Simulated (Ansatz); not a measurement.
`[SiH3][O][GaH2]` + `CB(N)F` → `NB(F)[SiH3]` + `C[O][GaH2]`  (redistribution)

Calculated with Ansatz (gas phase, PBE0-D4/def2-TZVP geometries, no zero-point term in ΔE). CCSD(T)/CBS is the MP2 limit (def2-TZVPP, def2-QZVPP) plus CCSD(T) − MP2 in def2-TZVPP, frozen cores. Functionals use def2-TZVPP. B3LYP here is the variant with VWN-RPA as its local correlation; programs differ in this. HSE06 is defined as in plane-wave codes. For Ga outer-core shells are correlated without core-valence functions, which leaves a few kJ/mol of doubt a bond. Scalar relativity is left out up to krypton. Each species was taken in one conformer, which may not be the lowest.

`[SiH3][O][GaH2]`:

```xyz
8

Si   -1.221    0.016   -0.607
O    -0.151   -0.237    0.595
Ga    1.597   -0.063    0.909
H    -0.554    0.562   -1.825
H    -2.259    0.988   -0.167
H    -1.889   -1.262   -0.972
H     2.025   -0.500    2.339
H     2.452    0.497   -0.271
```

`CB(N)F`:

Cartesian coordinates in Å:
```
C -0.522 -0.231 1.047
B -0.249 0.240 -0.422
N 0.973 0.100 -1.083
F -1.250 0.822 -1.110
H -0.837 0.617 1.662
H 0.341 -0.696 1.527
H -1.349 -0.947 1.066
H 1.115 0.414 -2.028
H 1.779 -0.319 -0.657
```

`NB(F)[SiH3]`:

Cartesian coordinates in Å:
```
N 0.928 0.792 1.116
B -0.189 0.698 0.291
F -1.064 1.717 0.306
Si -0.533 -0.901 -0.912
H 1.096 1.586 1.714
H 1.631 0.076 1.166
H -1.808 -1.580 -0.548
H -0.628 -0.490 -2.340
H 0.569 -1.899 -0.791
```

`C[O][GaH2]`:

Z-matrix (Å, degrees):
```
C
O 1 1.402
H 1 1.099 2 113.2
H 1 1.096 2 110.0 3 120.7
H 1 1.096 2 110.0 3 -120.7
Ga 2 1.782 1 123.8 3 0.0
H 6 1.565 2 115.8 1 -0.0
H 6 1.555 2 113.9 1 180.0
```

```tsv
level	ΔE (kJ/mol)	difference from CCSD(T)/CBS
LDA (SPW92)	204.0	-26.6
PBE-D4	200.9	-29.7
revPBE-D4	199.6	-31.0
BLYP-D4	210.6	-20.0
B97M-V	228.8	-1.8
PBE0-D4	215.5	-15.1
B3LYP-D4	222.4	-8.2
r2SCANh-D4	227.9	-2.7
r2SCAN0-D4	232.3	1.7
HSE06-D4	215.3	-15.3
BHLYP-D4	238.3	7.7
CAM-B3LYP-D4	228.9	-1.7
ωB97X-V	222.1	-8.5
ωB97M-V	230.5	-0.1
B2PLYP	230.1	-0.5
PBE	200.7	-29.9
revPBE	198.9	-31.7
BLYP	210.1	-20.5
r2SCAN	224.5	-6.1
PBE0	215.2	-15.4
B3LYP	222.0	-8.6
r2SCANh	227.8	-2.8
r2SCAN0	232.3	1.7
HSE06	215.1	-15.5
BHLYP	237.5	6.9
CAM-B3LYP	228.6	-2.0
LC-ωPBE	222.9	-7.7
RPA@PBE/def2-TZVPP	218.1	-12.5
HF/def2-SVP	233.7	3.1
MP2/def2-SVP	225.3	-5.3
CCSD/def2-SVP	214.2	-16.4
HF/def2-TZVPP	249.4	18.8
MP2/def2-TZVPP	241.8	11.2
CCSD/def2-TZVPP	232.7	2.1
CCSD(T)/def2-TZVPP	228.5	-2.1
MP2/def2-QZVPP	243.6	13.0
SCS-MP2/def2-QZVPP	240.5	9.9
HF/CBS(def2)	251.3	20.7
MP2/CBS(def2)	243.9	13.3
CCSD/CBS(def2)	234.8	4.2
CCSD(T)/CBS	230.6	0
```

(1) What do rigid-rotor, harmonic-oscillator terms from PBE0-D4/def2-TZVP frequencies (298.15 K, 1 bar) make of the CCSD(T)/CBS value? (An estimate is asked.)

Largest T1 diagnostic among the species: 0.015.

Answers

(1) The calculation gave: ΔZPE = +0.5 kJ/mol, ΔH = +231.1 kJ/mol, ΔS = -5 J/(mol·K), ΔG = +232.8 kJ/mol.

From PBE to PBE0 (25 % exact exchange), in def2-TZVPP and without D4, ΔE moves by +14.6 kJ/mol. Leaving LDA and LC-ωPBE aside and taking each functional with its dispersion term where it has one, the values spread over 38.7 kJ/mol, from revPBE-D4 to BHLYP-D4. LDA lies +3.3 kJ/mol from PBE without D4. In def2-TZVPP, CCSD(T) changes the Hartree–Fock value by −20.8 kJ/mol (the triples alone add −4.2 kJ/mol) and MP2 by −7.6 kJ/mol.
